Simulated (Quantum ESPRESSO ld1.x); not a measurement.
The numbers below are computed, except where a source is named.
Question: These are the eigenvalues of the occupied orbitals of an atom or ion with whole-number occupations (Ry). Level of theory: scalar-relativistic Kohn-Sham, LDA (Slater exchange, Perdew-Wang correlation), spin-polarised, spherical densities, point nucleus (ld1.x of Quantum ESPRESSO 7.5).

1s down: -4079.47
1s up: -4079.47
2s up: -685.801
2s down: -685.793
2p up: -608.240
2p down: -608.235
3s up: -156.441
3s down: -156.269
3p up: -132.743
3p down: -132.572
3d up: -102.596
3d down: -102.463
4s up: -34.2559
4s down: -33.9066
4p up: -26.4284
4p down: -26.0856
4d up: -15.8498
4d down: -15.5167
5s up: -7.23685
5s down: -7.08369
5p up: -5.24680
5p down: -5.13206
4f up: -4.24298
4f down: -3.94110

Which element is it, and in what charge state? The configuration may be excited. Open shells, if any, are filled with parallel spins first.

Answer: Z = 67, holmium, charge +4: Ho4+ in [Xe] 4f9. The list shows which subshells hold electrons but not how many an open one holds; the 1s level, -2039.7 hartree, gives Z - s = 63.9 by -(Z - s)^2/2, which with screening and relativity narrows Z to a few neighbours, and the depths of the outer levels then fix element, charge and occupations together.
